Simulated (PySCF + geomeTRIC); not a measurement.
A geometry relaxed with PBE0-D3(BJ)/def2-TZVP run with PySCF + geomeTRIC, charge 0, multiplicity 1:

```xyz
8

Si     0.0922    -0.0584     0.1407
H      1.2043    -0.9847    -1.5806
O     -1.4993    -0.0588     0.4966
O      0.3232    -0.9474    -1.2069
O      0.5589     1.4755    -0.1575
H     -1.9415    -0.9024     0.5966
H      0.4007     2.1372     0.5165
H      0.8731    -0.6223     1.2684
```

### Question
Write the SMILES of this molecule.

### Answer
`O[SiH](O)O`
